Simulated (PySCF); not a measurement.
Q: Give a PBE0-D3(BJ)/def2-SVP geometry of `FC(F)(F)[C]C1=CC=NC=C1` [triplet]. (Triplet state.)

A: 
Z-matrix in Å and degrees, rows numbered from 1:
```
F 
C   1  1.3296
F   2  1.3413  1  107.87
F   2  1.3410  1  107.87  3   115.08
C   2  1.4760  1  111.28  3  -122.43
C   5  1.4007  2  134.64  1   178.95
C   6  1.4201  5  121.64  2     0.58
C   7  1.3883  6  118.67  5  -179.80
N   8  1.3337  7  124.07  6     0.03
C   9  1.3343  8  117.57  7    -0.12
C  10  1.3878  9  123.92  8     0.08
H   7  1.0911  6  120.74  5     0.16
H   8  1.0960  7  119.53  6   179.98
H  10  1.0959  9  116.34  8  -179.93
H  11  1.0913  6  120.25  5    -0.18
```

C7 (carbon bonded to 2 C and H) is planar (angles 120.7°, 120.6° and 118.7°, sum 360.0°, 0.00 Å off the plane of its three neighbours). C8 (carbon bonded to C, N and H) is planar (angles 124.1°, 119.5° and 116.4°, sum 360.0°, 0.00 Å off the plane of its three neighbours). N9 (nitrogen bonded to 2 C) is bent (angle 117.6°). C5 (carbon bonded to 2 C) is bent (angle 134.6°).

Level of theory: PBE0-D3(BJ)/def2-SVP geometry optimisation, gas phase (PySCF).

Point group: Cs (every atom within 0.08 Å of its image). No PBE0-D3(BJ)/def2-SVP frequencies stand behind this structure, so it isn't proved a minimum. ⟨S²⟩ = 2.046 (exact for a triplet: 2.00). This triplet need not be the ground state; the singlet was not compared here. Torsions: C2–C5–C6–C7 1°.

One conformer stands for the species.
